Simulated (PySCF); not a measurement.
Zn(Et)(SH) (C₂H₆SZn), SMILES C[CH2][Zn][SH]. Geometry optimised at PBE0-D3(BJ)/def2-SVP. The isomer is the one that the SMILES or the coordinates give; other isomers of the formula were not compared. One conformer was computed; it need not be the lowest.

Give the equilibrium geometry at PBE0-D3(BJ)/def2-SVP (PySCF confirms it by a frequency run) as Cartesian coordinates in Å. (The exact figures need the calculation; the answer reports its results.)

Several could match; the one computed here: 
```xyz
10

Zn     0.0237    -0.0294     0.1913
C      0.9996    -1.5100    -0.6218
C      0.9014    -1.6017    -2.1425
H      0.6319    -2.4408    -0.1551
H      2.0549    -1.4222    -0.3086
H      1.2941    -0.7004    -2.6400
H     -0.1381    -1.7271    -2.4854
H      1.4727    -2.4585    -2.5399
S     -1.0904     1.6191     1.1113
H      0.0146     2.3951     1.1941
```
